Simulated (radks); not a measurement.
Task: Ho I, 67 electrons, occupied as [Xe] 4f11 6s2 (the NIST ground configuration). Method: Dirac Kohn-Sham, PBE, spin-unpolarised, spherical densities, finite nucleus; open shells fill j = l - 1/2 first; Fermi nuclear charge, rms radius 5.2022 fm; computed with a radial shooting solver on a logarithmic mesh with Libxc functionals. Some entries of the table are withheld. Estimate them.

orbital  occ.  eigenvalue (eV)  <r^2> (bohr^2)
1s1/2       2        -55423.38       0.0005883
2s1/2       2        -9265.402        0.009111
2p1/2       2        -8819.454        0.006582
2p3/2       4        -7962.539        0.007804
3s1/2       2        -2069.147         0.06029
3p1/2       2        -1873.831         0.05588
3p3/2       4        -1694.849         0.06277
3d3/2       4        -1359.694         0.04961
3d5/2       6        -1320.588         0.05152
4s1/2       2        -408.5954          0.3041
4p1/2       2              (1)          0.3183
4p3/2       4              (2)          0.3565
4d3/2       4              (3)          0.4047
4d5/2       6              (4)          0.4199
5s1/2       2         -50.2447           1.842
5p1/2       2         -29.4037           2.385
5p3/2       4         -24.4052           2.771
6s1/2       2          -3.7887           18.89
4f5/2       6          -3.6023           1.000
4f7/2       5          -2.6282           1.078

Result: 
(1) 4p1/2 eigenvalue (eV): -331.0107
(2) 4p3/2 eigenvalue (eV): -290.8821
(3) 4d3/2 eigenvalue (eV): -163.1091
(4) 4d5/2 eigenvalue (eV): -155.8291
